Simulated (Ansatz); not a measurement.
The cluster Te9Pb8⁻, relaxed as a doublet with UKS PBE-D4/def2-SVP in Ansatz, starting from the GFN1-xTB geometry. Force threshold 0.03 eV/Å.

In the def2 sets Pb, Te take a core potential; there is no spin–orbit coupling. Single mean-field runs in def2-SVP are fitted with def2-universal-jkfit. Another isomer (doublet) lies 1.65 eV lower at PBE0-D4/def2-SVP; other spin states weren't run for this one.

Start:

| atom | x (Å) | y (Å) | z (Å) |
| --- | --- | --- | --- |
| Pb1 | -0.920 | -2.292 | 2.402 |
| Pb2 | -4.141 | -0.328 | 0.761 |
| Pb3 | 4.201 | -0.700 | 0.395 |
| Pb4 | 1.098 | -3.204 | -0.884 |
| Pb5 | 0.408 | 0.267 | -1.532 |
| Pb6 | -1.350 | -3.240 | -2.897 |
| Pb7 | -0.863 | 2.654 | 2.487 |
| Pb8 | 3.657 | 2.403 | 0.819 |
| Te9 | -3.913 | 2.270 | -0.376 |
| Te10 | -2.338 | 0.162 | 3.041 |
| Te11 | 3.046 | -1.470 | -2.165 |
| Te12 | -1.794 | -1.815 | -0.356 |
| Te13 | -0.914 | -0.709 | -4.081 |
| Te14 | -1.119 | 2.623 | -0.415 |
| Te15 | 1.411 | -1.054 | 1.201 |
| Te16 | 1.769 | 1.494 | 2.856 |
| Te17 | 1.763 | 2.937 | -1.257 |

Problem. Estimate the energy that the relaxation releases and the steps that it takes.

Solution. 1.64 eV, in 40 steps; 5 min on 2 threads of AMD EPYC 7R13 on a shared host and a share (18 GiB) of an NVIDIA H100 80GB HBM3. The force fell under the threshold at step 13, but the optimiser went on and released 0.684 eV more. No frequencies were taken in this run, so the end may be a saddle point.

Problem. Does the start keep its bonding and symmetry?

Solution. Bonds lost: Pb5–Te11, Pb5–Te12, Pb5–Te15, Te15–Te16 (atoms count from 1). Bonds formed: Pb6–Te11 (atoms count from 1). Metal–metal contacts that move far: Pb4–Pb6 3.17 to 3.99 Å.

Problem. Predict the relaxed structure.

Solution. 
| atom | x (Å) | y (Å) | z (Å) |
| --- | --- | --- | --- |
| Pb1 | -0.958 | -2.163 | 2.502 |
| Pb2 | -4.012 | -0.473 | 0.969 |
| Pb3 | 3.495 | -0.818 | -0.074 |
| Pb4 | 1.001 | -4.090 | -0.065 |
| Pb5 | 0.445 | 0.598 | -1.089 |
| Pb6 | -0.327 | -2.396 | -3.426 |
| Pb7 | -0.870 | 3.106 | 2.254 |
| Pb8 | 3.420 | 2.543 | 0.366 |
| Te9 | -4.342 | 2.034 | -0.360 |
| Te10 | -2.176 | 0.481 | 3.175 |
| Te11 | 2.540 | -2.725 | -2.254 |
| Te12 | -1.637 | -2.402 | -0.492 |
| Te13 | -0.237 | 0.380 | -4.018 |
| Te14 | -1.563 | 2.893 | -0.695 |
| Te15 | 2.047 | -2.260 | 2.132 |
| Te16 | 1.736 | 1.741 | 2.599 |
| Te17 | 1.437 | 3.552 | -1.524 |
Bond lengths (bridged metal pairs left out): 22 × Pb–Te 2.84 to 3.39 Å; 2 × Te–Te 2.93 to 3.18 Å; 1 × Pb–Pb 3.39 Å.
